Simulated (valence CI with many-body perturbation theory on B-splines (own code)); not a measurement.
## Energy levels of Te³⁸⁺

Calculated by relativistic CI+MBPT: four valence electrons over a frozen Dirac-Fock core [Ne], radial functions for each j: 9 s, 9 p, 8 d, 6 f, 3 g, 1 h, with the one-electron correlation potential Σ1 (screened to all orders), the two-electron term Σ2, the three-electron term Σ3, Breit, model QED; selected single and double excitations, second order for the rest, scaled by the run's own slope (own B-spline code, finite nucleus).

No measured spectrum was set against this ion. As an estimate, large intervals hold to a few tenths of a per cent, small ones and those within an open d or f shell to about a per cent.

Levels 1 to 32 of 32, with energies above the lowest level, (3s^2 3p1/2^2) J=0. "Leading %" is the weight of the configuration and term that name the level; weights of strongly mixed levels are sums over their largest components and can fall short, so below about 35 % the name and the second component can differ from the true leading terms, or belong to a minority configuration. In the jj column 3d3/2^4 stands for four electrons in 3d with j = 3/2. Lifetimes count E1, E2, E3, M1 and M2 decay at the calculated energies, and are blank where another channel may lead or the interval is too uncertain; long ones can be off by a factor of two.

```tsv
No.	Configuration	Term	J	E (cm⁻¹)	Leading %	Lifetime	Leading jj
1	3s²3p²	³P	0	0	73		3s^2 3p1/2^2 (98 %)
2	3s²3p²	³P	1	492500	99	634 ns	3s^2 3p1/2 3p3/2 (99 %)
3	3s²3p²	¹D	2	541520	59	159 μs	3s^2 3p1/2 3p3/2 (98 %)
4	3s²3p²	³P	2	1069400	59	336 ns	3s^2 3p3/2^2 (98 %)
5	3s²3p²	¹S	0	1177200	72	220 ns	3s^2 3p3/2^2 (97 %)
6	3s3p³	⁵S°	2	1266200	43	135 ps	3s 3p1/2^2 3p3/2 (90 %)
7	3s3p³	³D°	1	1419200	43	12.6 ps	3s 3p1/2^2 3p3/2 (80 %)
8	3s²3p3d	³F°	2	1619000	69	1.34 ns	3s^2 3p1/2 3d3/2 (95 %)
9	3s3p³	⁵S°	2	1690700	37	1.14 ns	3s 3p1/2 3p3/2^2 (71 %)
10	3s3p³	³D°	3	1764200	52	340 ps	3s 3p1/2 3p3/2^2 (52 %)
11	3s²3p3d	³D°	1	1820600	50	2.09 ps	3s^2 3p1/2 3d3/2 (76 %)
12	3s²3p3d	³P°	2	1891400	29	7.73 ps	3s^2 3p1/2 3d5/2 (57 %)
13	3s²3p3d	³F°	3	1898400	49	13.7 ps	3s^2 3p1/2 3d5/2 (49 %)
14	3s3p³	³P°	0	1905700	89	15.5 ps	3s 3p1/2 3p3/2^2 (89 %)
15	3s3p³	³P°	1	1966600	42	8.07 ps	3s 3p1/2 3p3/2^2 (76 %)
16	3s3p³	¹D°	2	2004500	48	4.53 ps	3s 3p1/2 3p3/2^2 (60 %)
17	3s3p³	³S°	1	2051100	39	2.70 ps	3s 3p1/2 3p3/2^2 (89 %)
18	3s²3p3d	³P°	2	2278300	32	1.29 ns	3s^2 3p3/2 3d5/2 (67 %)
19	3s²3p3d	³F°	4	2303300	98	745 ns	3s^2 3p3/2 3d5/2 (98 %)
20	3s²3p3d	³D°	2	2312300	45	1.98 ps	3s^2 3p3/2 3d3/2 (75 %)
21	3s²3p3d	³P°	1	2314100	47	2.43 ps	3s^2 3p3/2 3d3/2 (82 %)
22	3s²3p3d	³D°	3	2317200	37	3.10 ps	3s^2 3p3/2 3d3/2 (78 %)
23	3s²3p3d	³P°	0	2326900	89	2.78 ps	3s^2 3p3/2 3d3/2 (89 %)
24	3s3p²3d	⁵F	1	2409300	56	67.3 ps	3s 3p1/2^2 3d3/2 (90 %)
25	3s3p²3d	⁵F	2	2436900	32	71.9 ps	3s 3p1/2^2 3d3/2 (83 %)
26	3s²3p3d	¹F°	3	2501400	56	4.23 ps	3s^2 3p3/2 3d5/2 (83 %)
27	3s²3p3d	¹P°	1	2515700	54	5.87 ps	3s^2 3p3/2 3d5/2 (79 %)
28	3s3p³	³P°	2	2560300	32	3.12 ps	3s 3p3/2^3 (62 %)
29	3s3p²3d	⁵D	3	2585200	29	21.9 ps	3s 3p1/2^2 3d5/2 (84 %)
30	3p⁴	³P	2	2629900	16	20.4 ps	3s 3p1/2^2 3d5/2 (59 %)
31	3s3p³	¹P°	1	2687500	39	2.01 ps	3s 3p3/2^3 (74 %)
32	3s3p²3d	³F	2	2792600	38	13.2 ps	3s 3p1/2 3p3/2 3d3/2 (49 %)
```

The ionisation energy to 3s²3p ²P°1/2 of the next ion comes out as 2702 eV (NIST: 2700 ± 4 eV (theoretical)). All 32 levels together are meant to be complete up to 2794900 cm⁻¹.
